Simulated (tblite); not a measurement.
Isomers of C5H14OSi2. Method: GFN2-xTB as coded in tblite; computed harmonic values from a numerical Hessian at the method's own geometry, unscaled. The method is semi-empirical: single wavenumbers can be off by several per cent or more. Modes of hydrogen on silicon can be 10 to 20 % off. One conformer each.

Electronic energies: GFN2-xTB at the same geometries; isomer energies are rough at this level and their order can be wrong.

| SMILES | electronic energy, lowest = 0 (kJ/mol) |
| --- | --- |
| C[SiH2]CCC(=O)C[SiH3] | 58.0 |
| C[C@H](C[SiH3])C(=O)C[SiH3] | 41.6 |
| CC/C(=C/[SiH3])[Si@H](C)O | 0.0 |
| CCO[Si@@H](C)/C=C/[SiH3] | 26.6 |

Q: How do GFN2-xTB zero-point energies change the relative energies?

A: 
```
                     SMILES  ZPE (kJ/mol)  of it from modes above 1550 cm⁻¹  electronic (kJ/mol)  with ZPE, lowest = 0 (kJ/mol)  lowest mode (cm⁻¹)  rings
  CC/C(=C/[SiH3])[Si@H](C)O         446.8                             247.0                  0.0                            0.0                  41      0
   CCO[Si@@H](C)/C=C/[SiH3]         445.6                             242.8                 26.6                           25.3                  27      0
C[C@H](C[SiH3])C(=O)C[SiH3]         439.4                             235.3                 41.6                           34.2                  38      0
      C[SiH2]CCC(=O)C[SiH3]         443.4                             239.2                 58.0                           54.6                 16i      0
```

The zero-point energies span 7.4 kJ/mol, from `C[C@H](C[SiH3])C(=O)C[SiH3]` to `CC/C(=C/[SiH3])[Si@H](C)O`. Slightly imaginary modes are left out of the zero-point energy: `C[SiH2]CCC(=O)C[SiH3]` 16.3i cm⁻¹. The order is unchanged.

Q: What do entropy and thermal enthalpy add at 298.15 K and 1 bar (rigid rotor, harmonic oscillator, one conformer each)?

A: 
```csv
SMILES,point group,symmetry number,S (J/(mol K)),H − H(0) (kJ/mol),ZPE + H − H(0) − TS (kJ/mol)
CC/C(=C/[SiH3])[Si@H](C)O,C1,1,476.3,37.62,342.4
CCO[Si@@H](C)/C=C/[SiH3],C1,1,503.7,38.64,334.0
C[C@H](C[SiH3])C(=O)C[SiH3],C1,1,467.2,35.44,335.6
```

Not tabulated: `C[SiH2]CCC(=O)C[SiH3]` (lowest mode only 16i cm⁻¹).
